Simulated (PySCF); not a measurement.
Input file for PySCF: R-MP2/6-31G* on ClHSi (SMILES [SiH]Cl), a point of a bond scan (R = 2.304 Å).

```python
from pyscf import gto, scf, dft, mp
from pyscf.data.elements import chemcore

mol = gto.M(
    atom='''
    Si    0.78708045   -0.22621477    0.74859549
    H     1.83074512   -0.49356290   -0.33253173
    Cl   -0.91017031    0.25948187   -0.73148223
    ''',
    basis='6-31g*',
    cart=True,
    charge=0, spin=0, verbose=3, max_memory=1800)
mf = scf.RHF(mol)
mf.conv_tol = 1e-8
mf.max_cycle = 100
mf.kernel()
if not mf.converged:
    mf = mf.newton().run(mf.mo_coeff, mf.mo_occ)
pt = mp.MP2(mf, frozen=chemcore(mol)).run()
```

Program output:

```
converged SCF energy = -748.960609687412
E(RMP2) = -749.154889076558  E_corr = -0.194279389146409
E(SCS-RMP2) = -749.155958180819  E_corr = -0.19534849340742
```

The run converged.

Cost: around 0.16 core-seconds (rough).
